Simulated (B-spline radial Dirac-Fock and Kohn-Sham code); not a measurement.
**Muonic isotope shifts in beryllium**

These are calculated numbers from a radial finite-basis atomic code; the model is the Dirac equation of a negative muon with reduced mass in the field of a spherical finite nucleus, with the Uehling potential to all orders; nuclear polarisation, deformation, hyperfine structure, self-energy, higher-order vacuum polarisation, relativistic recoil and electron screening are left out. Nuclear charge: Fermi distribution (skin thickness 2.3 fm); radii from Angeli and Marinova (2013). Reference ¹⁰Be, radius 2.355 fm: 2p3/2 → 1s1/2 33.45 keV, 3d5/2 → 2p3/2 6.188 keV.

```csv
A,radius (fm),δ⟨r²⟩ (fm²),shift 2p3/2 → 1s (keV),shift 3d5/2 → 2p3/2 (keV)
7,2.646,+1.455,-0.18,-0.03
9,2.519,+0.799,-0.05,-0.01
11,2.463,+0.520,+0.03,+0.01
12,2.503,+0.719,+0.05,+0.01
```
